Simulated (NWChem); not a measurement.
Species: C₂H₃BF₂O; SMILES C(=C)OB(F)F

```xyz
9

C      0.4936    -2.1313    -0.0101
C     -0.6734    -1.4920     0.0066
O     -0.8969    -0.1308     0.0021
B      0.0083     0.8756     0.0009
F     -0.4479     2.1181    -0.0061
F      1.3255     0.6894     0.0070
H      1.4519    -1.6291    -0.0284
H      0.4863    -3.2156    -0.0047
H     -1.6240    -2.0152     0.0247
```
Atoms are numbered in this order, from 1.

Program: NWChem. Medium grid unless said otherwise, to which SCAN and Minnesota functionals are sensitive. The geometry was optimised at B3LYP/6-31G* (spherical d). Total energies of different functionals are on different scales.

```csv
level,energy (Ha),highest occupied level (eV),orbital gap (eV),dipole (D)
PBE/def2-TZVP,-377.6684,-6.49,5.19,1.63
B3LYP/def2-TZVP,-378.0904,-7.47,6.93,1.76
BLYP/def2-TZVP,-378.0143,-6.35,5.15,1.66
Hartree-Fock/def2-TZVP,-376.2239,-10.27,13.52,1.91
M06-2X/def2-TZVP,-377.9505,___,___,___
```

**Question.** What belongs in the gaps?

**Answer.** 
- M06-2X/def2-TZVP, highest occupied level (eV): -8.96
- M06-2X/def2-TZVP, orbital gap (eV): 9.59
- M06-2X/def2-TZVP, dipole (D): 1.83
